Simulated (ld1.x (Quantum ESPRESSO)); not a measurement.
# potassium (K), PAW: configuration errors across variants

* Element: potassium
* Generator: ld1.x (Quantum ESPRESSO) 7.5
* Type: PAW
* Functional: PBEsol
* Relativity: scalar-relativistic
* Frozen core: [Ne]
* Valence charge: 9
* Reference configuration: 3s2 3p6 4s1 4p0
* Partial waves: 3s (bound): rcut 1.80, rcutus 2.40 bohr; 4s (bound): rcut 1.80, rcutus 2.40 bohr; 3p (bound): rcut 2.80, rcutus 3.10 bohr; 4p (bound, empty): rcut 2.80, rcutus 3.10 bohr; 3d channel at 0.05 Ry: rc 2.90 bohr
* Local potential: the d channel
* Core correction: Bessel-smoothed model core, default radius (core density twice the valence density)
* Augmentation charge: BESSEL, radius 1.55 bohr

All-electron excitation energies from the reference (eV): (1) 3s2 3p6 4s0 4p0 4.217; (2) 3s2 3p6 4s0.5 4p0 1.621; (3) 3s2 3p6 4s0 4p1 1.517.

The overlap operator is not positive definite (basis up to 400 Ry) in “base”, “all radii but the core radius scaled by about 0.86 (s 2.08, p 2.68, d 2.50 bohr, rcut 1.56/2.42/2.50); augmentation BESSEL, radius 1.34 bohr”, “augmentation BESSEL, radius 1.40 bohr”, “waves 3s (bound): rcut 1.80, rcutus 2.92 bohr; 4s (bound): rcut 1.80, rcutus 2.92 bohr”, “waves 3p (bound): rcut 2.80, rcutus 4.10 bohr; 4p (bound): rcut 2.80, rcutus 4.10 bohr”. Such files are unfit for use, however small their errors in these radial tests.

Tests that are not counted but printed errors over 1 eV. “waves 3p (bound): rcut 2.80, rcutus 4.10 bohr; 4p (bound): rcut 2.80, rcutus 4.10 bohr”: 3s2 3p6 4s0 4p0 (solver errors, printed error -538 eV).

2 further variants failed, have other tests or another functional or relativity, and are left out.

Errors AE − PS in meV (a dash: test not solved or not reliable):

```csv
change,(1),(2),(3),bound ghosts
base,+0.4,+0.1,+4.3,not determined (overlap not positive)
"all radii but the core radius scaled by about 0.86 (s 2.08, p 2.68, d 2.50 bohr, rcut 1.56/2.42/2.50); augmentation BESSEL, radius 1.34 bohr",+0.1,0.0,+1.0,not determined (overlap not positive)
"augmentation BESSEL, radius 1.40 bohr",+0.3,+0.1,+4.4,not determined (overlap not positive)
"waves 3s (bound): rcut 1.80, rcutus 2.92 bohr; 4s (bound): rcut 1.80, rcutus 2.92 bohr",+0.3,-0.1,+1.9,not determined (overlap not positive)
"waves 3p (bound): rcut 2.80, rcutus 4.10 bohr; 4p (bound): rcut 2.80, rcutus 4.10 bohr",–,–,–,not determined (overlap not positive)
```

Give the same row for: wave 3d channel at 0.05 Ry: rc 2.90 bohr becomes 3d channel at 0.05 Ry: rc 3.96 bohr.

–, –, –; bound ghosts: not determined (overlap not positive). Its overlap operator is not positive definite in a basis up to 400 Ry (lowest eigenvalue s -1.91, p -0.12), so the file is unfit for use: the generalised eigenproblem breaks down once the basis is large enough, and its test numbers describe a broken file.
